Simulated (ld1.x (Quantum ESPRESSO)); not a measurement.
# LDA (PZ) TM semilocal dataset for Yb (Z = 70), scalar-relativistic all-electron reference.

ld1.x (Quantum ESPRESSO) 7.5 input, shortened:

```
&input
   title='Yb', zed=70., rel=1, dft='PZ', iswitch=3,
   config='[Xe] 4f14 5d0 5f-2 6s1.75 6p0'
 /
 &inputp
   pseudotype=1, tm=.true., lloc=1,
   nlcc=.true., rcore=1.55
 /
4
5S  1  0   2.00   0.00  1.80  1.80  0.0
5D  3  2   0.00   0.00  3.35  3.35  0.0
5F  4  3  -2.00   0.30  2.50  2.50  0.0
5P  2  1   6.00   0.00  1.95  1.95  0.0
 &test
   configts(1)='5s2 5p6 5d0 6s1.75 6p0'
 /
```

Occupied shells without a wave of their own: 6s. They enter only through the test configuration that unscreens the potential, and ld1.x also counts them in the model core charge.

- Cutoffs needed: 45 Ry and 60 Ry (the cutoffs (Ry, on a coarse ladder) from which the occupation-weighted sum of valence levels, in a spherical-Bessel basis at the reference potential, stays within 10 and 1 mRy of its value at 400 Ry)
- Ghost test: no extra level below or beside the all-electron valence levels (s, d, f, p tested); the semilocal form is local in each channel, so this says nothing of the separable form that plane-wave codes build from it (spherical-Bessel basis up to 400 Ry, 20 bohr box)
- Configuration tests: 1 of 9 tests not solved or not reliable; not counted: 5s2 5p6 5d0 6s1 6p1 (solver errors, printed error -15.8 eV)

The potential misses its own reference levels by up to 0.6 eV. ld1.x takes every shell without a wave as core, so the model core holds the 6s electrons as well and exchange and correlation see them twice. This cancels in the reference configuration, but the file is broken for other ones, and its errors say nothing about a proper core correction.
